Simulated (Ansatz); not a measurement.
## A ladder of methods for SbH2 (SMILES [SbH2])

SbH2 has 3 atoms, charge 0, and is taken as a doublet. SMILES: `[SbH2]`. The coordinates come from a PBE0-D4/def2-TZVP relaxation.

```xyz
3

Sb    0.6598   -0.3463    0.3157
H     0.0467    1.2442    0.1632
H    -0.7173   -0.9627   -0.4921
```

Quantity: the vertical electron affinity (to the singlet anion), in eV. The values are calculated.

The electron affinity is E(neutral) − E(anion): positive where the electron is bound.

```tsv
level	kind	program	value (eV)	less FCI/STO-3G	CPU time (all runs)
U-revPBE/STO-3G	GGA	Ansatz	-2.97	+1.19	2.4 s
UPBE/STO-3G	GGA	Ansatz	-2.93	+1.23	2.3 s
UBHLYP/STO-3G	global hybrid	Ansatz	-3.05	+1.11	2.5 s
U-wB97X/STO-3G	range-separated hybrid	Ansatz	-2.84	+1.32	12 s
UCAM-B3LYP/STO-3G	range-separated hybrid	Ansatz	-2.89	+1.27	3.1 s
UB2PLYP/STO-3G	double hybrid	Ansatz	-3.33	+0.83	3.2 s
RPA@PBE/STO-3G	RPA	Ansatz	-4.22	-0.06	3 s
UMP2/STO-3G	perturbation theory	Ansatz	-4.09	+0.07	0.39 s
FCI/STO-3G	exact in the basis	Ansatz	-4.16	0.00	0.76 s
```

FCI/STO-3G is exact within its basis and frozen core, so for wave-function methods in that basis the difference is their error; functionals converge differently with the basis, so for them it is only a difference. All-electron rows without a relativistic Hamiltonian named are non-relativistic. Spin-orbit coupling, which can split open shells on such heavy atoms by tenths of an eV, is left out. The values span -4.22 to -2.84 eV. All rows use very small basis sets, so even the best lies far from the true value. In the correlated wave-function rows the outer d shell of Sb is correlated, in sets not made for it. Negative values mean that the anion is unbound at that level; they are set by how diffuse the basis is and aren't properties of the molecule. Times are those of the runs behind each value, whatever else they computed, on shared processors of several kinds: orders of magnitude only.
